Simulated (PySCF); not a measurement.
CsI, triplet, at the geometry of the source list (a higher spin typed on purpose: for a closed-shell molecule this is an excited state) (all electrons, no relativity), with bond 1-2 at 1.6 times its length; PySCF with HF/3-21G.

PySCF was given this input:
```python
from pyscf import gto, scf

mol = gto.M(
    atom='''
Cs   -2.46708000   -1.75252000   -2.10210000
I     1.12140000    0.79660000    0.95550000
''',
    basis='3-21g',
    spin=2,
    verbose=4,
)

mf = scf.UHF(mol)
mf.conv_tol = 1e-7
mf.kernel()
```

Problem. Predict the main parts of the log of this PySCF run.

Solution. 
```
PySCF version 2.14.0

[INPUT] verbose = 4
[INPUT] num. atoms = 2
[INPUT] num. electrons = 108
[INPUT] charge = 0
[INPUT] spin (= nelec alpha-beta = 2S) = 2
[INPUT] symmetry False subgroup None
[INPUT] Mole.unit = angstrom
[INPUT] Symbol           X                Y                Z      unit          X                Y                Z       unit  Magmom
[INPUT]  1 Cs    -2.467080000000  -1.752520000000  -2.102100000000 AA   -4.662105527392  -3.311782827823  -3.972393286448 Bohr   0.0
[INPUT]  2 I      1.121400000000   0.796600000000   0.955500000000 AA    2.119138876087   1.505355830829   1.805633312022 Bohr   0.0

nuclear repulsion = 287.81692675768
number of shells = 28
number of NR pGTOs = 165
number of NR cGTOs = 66
basis = 3-21g
ecp = {}

******** <class 'pyscf.scf.uhf.UHF'> ********
method = UHF
initial guess = minao
damping factor = 0
level_shift factor = 0
DIIS = <class 'pyscf.scf.diis.CDIIS'>
diis_start_cycle = 1
diis_space = 8
diis_damp = 0
SCF conv_tol = 1e-07
SCF conv_tol_grad = None
SCF max_cycles = 50
direct_scf = True
direct_scf_tol = 1e-13
number electrons alpha = 55  beta = 53
Set gradient conv threshold to 0.000316228
init E= -14378.5759114882

cycle= 1 E= -14417.3808274081  delta_E= -38.8  |g|= 0.138  |ddm|= 1.42
cycle= 2 E= -14417.3846962734  delta_E= -0.00387  |g|= 0.00962  |ddm|= 0.211
cycle= 3 E= -14417.3847881319  delta_E= -9.19e-05  |g|= 0.00254  |ddm|= 0.0469
cycle= 4 E= -14417.3847990774  delta_E= -1.09e-05  |g|= 0.000615  |ddm|= 0.0215
cycle= 5 E= -14417.3847997511  delta_E= -6.74e-07  |g|= 0.000142  |ddm|= 0.00561
cycle= 6 E= -14417.3847997851  delta_E= -3.4e-08  |g|= 2.22e-05  |ddm|= 0.000854
Extra cycle  E= -14417.3847997859  delta_E= -8.04e-10  |g|= 9.97e-06  |ddm|= 0.000157
converged SCF energy = -14417.3847997859  <S^2> = 2.0004096  2S+1 = 3.000273
```
